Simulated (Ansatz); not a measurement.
C2H7BSeSi, SMILES `CC1[Se]B1[SiH3]`, relaxed with RKS PBE0-D4/def2-TZVP in Ansatz 0.2.0 from a PBE-D4/def2-SVP geometry. The force threshold is 0.005 eV/Å; the program also tests the step.

Total charge 0; spin multiplicity 1.

Start:

```xyz
12

C     1.602   -0.953    0.783
C     0.581    0.139    1.016
Se    1.026    2.030    0.327
B    -0.312    0.742   -0.093
Si   -1.856    0.475   -1.327
H     2.473   -0.867    1.464
H     1.975   -0.957   -0.259
H     1.126   -1.941    0.975
H     0.217    0.198    2.060
H    -3.119    0.250   -0.530
H    -1.636   -0.760   -2.168
H    -2.078    1.643   -2.249
```

```json
{"step": "1", "energy (eV)": "-76078.1201", "largest force (eV/Å)": "0.507", "largest move (Å)": "0.000"}
{"step": "2", "energy (eV)": "-76078.1602", "largest force (eV/Å)": "0.136", "largest move (Å)": "0.030"}
{"step": "3", "energy (eV)": "-76078.1639", "largest force (eV/Å)": "0.055", "largest move (Å)": "0.016"}
{"step": "4", "energy (eV)": "-76078.1644", "largest force (eV/Å)": "0.018", "largest move (Å)": "0.008"}
{"step": "5", "energy (eV)": "-76078.1644", "largest force (eV/Å)": "0.008", "largest move (Å)": "0.002"}
{"step": "6 (rejected)", "energy (eV)": "-76078.1644", "largest force (eV/Å)": "0.009", "largest move (Å)": "0.011"}
{"step": "7", "energy (eV)": "-76078.1644", "largest force (eV/Å)": "0.002", "largest move (Å)": "0.005"}
{"step": "8", "energy (eV)": "-76078.1644", "largest force (eV/Å)": "0.002", "largest move (Å)": "0.006"}
```

End:

```xyz
12

C     1.581   -0.946    0.772
C     0.576    0.145    1.016
Se    1.027    2.002    0.335
B    -0.313    0.736   -0.083
Si   -1.843    0.464   -1.320
H     2.449   -0.856    1.429
H     1.931   -0.944   -0.261
H     1.112   -1.917    0.968
H     0.223    0.204    2.044
H    -3.087    0.241   -0.530
H    -1.603   -0.753   -2.145
H    -2.051    1.623   -2.225
```

Run time 49 s (4 threads of an Arm Neoverse V1 on a shared host); peak host memory 0.7 GiB.
